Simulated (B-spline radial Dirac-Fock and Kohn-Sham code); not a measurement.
The free neodymium atom: differential elastic cross section for electrons at 10.5 keV

Method: relativistic (Dirac) partial waves in the static field of the Dirac-Fock atom with Furness-McCarthy exchange, without polarisation or absorption potentials. Computed with a B-spline atomic structure program.

```csv
θ (°),dσ/dΩ (a₀²/sr),Sherman function
0,722,0.000
0.5,615,0.000
1,410,0.000
2,156,0.000
4,38.8,0.000
8,5.87,0.000
12,1.72,0.000
16,0.731,-0.001
24,0.221,-0.003
32,0.0895,0.002
45,0.0320,0.027
60,0.0142,0.047
75,0.00809,0.009
90,0.00562,-0.073
105,0.00461,-0.142
120,0.00424,-0.162
135,0.00416,-0.141
150,0.00419,-0.099
165,0.00423,-0.050
180,0.00425,0.000
```

The total elastic cross section is 3.41 a₀², the first transport cross section 0.106 a₀² and the second, weighted with (3/2) sin²θ, 0.190 a₀². The mean deflection is ⟨1 − cos θ⟩ = 0.0311, and 0.82 % of the collisions scatter beyond 90°.

On this grid of angles the cross section has a minimum near 135°.

Phase shifts modulo π (rad) for κ = −1 to −5: -0.718, 1.006, 0.042, -0.621, -1.087.
